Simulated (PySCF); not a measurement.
## Pt (platinum, neutral) across methods

[Xe] 4f14 5d8 6s2, high-spin 3F determinant (an excited configuration). Computed with PySCF 2.14 in aug-cc-pVDZ-PP with ECP60MDF (5s5p4d2f, 54 functions), with a scalar-relativistic core potential.

```csv
method,E (hartree),mean ε 5d β (eV),mean ε 6s α (eV),mean ε 6s β (eV),Σ⟨r²⟩ (bohr²),⟨S²⟩
r2SCANh,-119.3809,-8.591,-7.287,-6.598,54.93,2.004
HSE06,-119.3431,-8.854,-7.136,-6.488,55.18,2.003
PBE0,-119.3432,-9.258,-7.510,-6.812,55.13,2.003
TPSSh,-119.3166,-8.373,-7.047,-6.338,55.19,2.003
r2SCAN,-119.4035,-8.002,-7.001,-6.327,54.94,2.004
UHF,-118.50191,-13.114,-8.882,-7.878,56.15,2.007
PBE,-119.3884,-7.693,-6.780,-6.142,55.28,2.002
LDA,-119.1587,-7.760,-7.069,-6.500,55.27,2.002
M06-L,-119.4125,-7.735,-6.676,-5.902,55.14,2.006
```

Energies and moments cover only the electrons outside the core potential. Spin-orbit coupling, absent here, splits the open shell strongly.
